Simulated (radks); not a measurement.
Values are calculated unless marked as measured or tabulated.
Ionisation of the hafnium ion Hf+, [Xe] 4f14 5d1 6s2, to Hf2+, [Xe] 4f14 5d2, under several functionals. Dirac Kohn-Sham, spin-unpolarised, spherical densities, point nucleus; open shells fill j = l - 1/2 first; a radial shooting solver on a logarithmic mesh with Libxc functionals.

functional,E(Hf+) (hartree),Exc (hartree),IE (eV),-e(HOMO) (eV),<r> HOMO (bohr),IE error (eV)
B86b exchange with PBE correlation,-15098.6429,-310.6223,15.344,10.963,2.135,+0.734
RPBE,-15097.9320,-309.9034,15.128,10.856,2.134,+0.518
Wu-Cohen GGA,-15096.3537,-308.3139,15.245,11.010,2.131,+0.635
AM05,-15088.7535,-300.6425,15.199,10.963,2.127,+0.589
SOGGA,-15092.3323,-304.2493,15.134,10.885,2.132,+0.524
XLYP,-15099.2979,-311.2732,15.495,10.845,2.139,+0.885
OLYP,-15102.9251,-315.1066,14.735,10.766,2.114,+0.125
PBE,-15097.4583,-309.4252,15.309,10.938,2.134,+0.699
revPBE,-15097.7979,-309.7684,15.145,10.870,2.134,+0.535

NIST Atomic Spectra Database: 14.61 eV (theoretical). Closest: OLYP. The Delta-SCF values span 0.76 eV, the total energies 14.17 hartree. The highest occupied level is 5d3/2. Spin polarisation and multiplet splitting are left out, so open shells lie too high by an amount that depends on their filling.

Beside tabulated values, note that spin-unpolarised runs miss the spin-polarisation part of the exchange energy of open shells.
